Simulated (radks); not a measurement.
Results of a calculation; reference values are marked as such.
Problem. Gd4+, configuration [Kr] 4d10 4f6 5s2 5p5 5d1 (not the ground configuration). Code: a radial shooting solver on a logarithmic mesh with Libxc functionals. Model: scalar-relativistic Kohn-Sham, XLYP, spin-unpolarised, spherical densities, finite nucleus; Fermi nuclear charge, rms radius 5.1569 fm. Some entries of the table are withheld. Estimate them.

| orbital | occ. | eigenvalue (eV) | <r> (bohr) |
|---|---|---|---|
| 1s | 2 | -50154.15 | 0.02191 |
| 2s | 2 | -8322.852 | 0.09328 |
| 2p | 6 | -7412.790 | 0.08236 |
| 3s | 2 | -1884.106 | 0.2444 |
| 3p | 6 | -1602.131 | 0.2430 |
| 3d | 10 | -1229.571 | 0.2212 |
| 4s | 2 | (1) | 0.5519 |
| 4p | 6 | -325.4169 | 0.5836 |
| 4d | 10 | -196.4242 | 0.6321 |
| 5s | 2 | -92.9748 | 1.286 |
| 5p | 5 | -68.7525 | 1.462 |
| 4f | 6 | -55.9717 | 0.7952 |
| 5d | 1 | (2) | 1.941 |
| 6s | 0 | -33.1984 | 2.844 |
| 6p | 0 | -26.7326 | 3.251 |
| 5f | 0 | -17.5723 | 3.481 |

Solution. 
(1) 4s eigenvalue (eV): -418.5870
(2) 5d eigenvalue (eV): -38.5832
